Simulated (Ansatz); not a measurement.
System: C3H14Si3 (charge 0, singlet). SMILES: CCC[SiH]([SiH3])[SiH3]
Geometry from a B3LYP-D3(BJ)/def2-TZVP (Ansatz, an electronic-structure program) optimisation:
```xyz
20

C      3.7056     0.1041     0.4163
C      2.3614     0.2392    -0.2951
C      1.2221    -0.4736     0.4433
Si    -0.4583    -0.3703    -0.4235
Si    -2.1063    -1.4820     0.8197
Si    -1.1111     1.8618    -0.7308
H      4.4983     0.6215    -0.1279
H      3.9938    -0.9454     0.5110
H      3.6589     0.5264     1.4228
H      2.4443    -0.1607    -1.3102
H      2.1171     1.2994    -0.4094
H      1.1140    -0.0585     1.4508
H      1.4703    -1.5316     0.5776
H     -0.3667    -1.0151    -1.7631
H     -2.2703    -0.8279     2.1428
H     -1.7379    -2.9021     1.0512
H     -3.4129    -1.4442     0.1176
H     -0.1790     2.5942    -1.6247
H     -2.4715     1.9315    -1.3194
H     -1.1349     2.5609     0.5795
```

Quantity: atomisation energy (electronic, to ground-state atoms); the coupled-cluster value holds the core correlation from cc-pwCVTZ, in kcal/mol. Valence correlation only, unless marked. Open shells are spin-unrestricted. Spin-orbit coupling is left out. No relativistic terms. CBS(X,Y): correlation extrapolated as X^-3; Hartree-Fock from the larger set. [CCSD(T)-MP2]/basis is that difference in the basis named.

Level to compare with: RI-MP2/CBS(aug-cc-pV(T+d)Z,aug-cc-pV(Q+d)Z)+[CCSD(T)-MP2]/aug-cc-pV(T+d)Z plus the core term (Ansatz), 1643.2 kcal/mol. It is a level with limits of its own, and the differences hold the functionals' basis error too.

**Question.** Rank these functionals by how close they come to RI-MP2/CBS(aug-cc-pV(T+d)Z,aug-cc-pV(Q+d)Z)+[CCSD(T)-MP2]/aug-cc-pV(T+d)Z, closest first: CAM-B3LYP/def2-TZVPD (Ansatz); LC-wPBE/def2-TZVPD (Ansatz); PBE/def2-TZVPD (Ansatz).

**Answer.** CAM-B3LYP/def2-TZVPD (range-separated hybrid, 1631.6 kcal/mol, difference -11.6), PBE/def2-TZVPD (GGA, 1628.9 kcal/mol, difference -14.3), LC-wPBE/def2-TZVPD (range-separated hybrid, 1624.3 kcal/mol, difference -18.9)
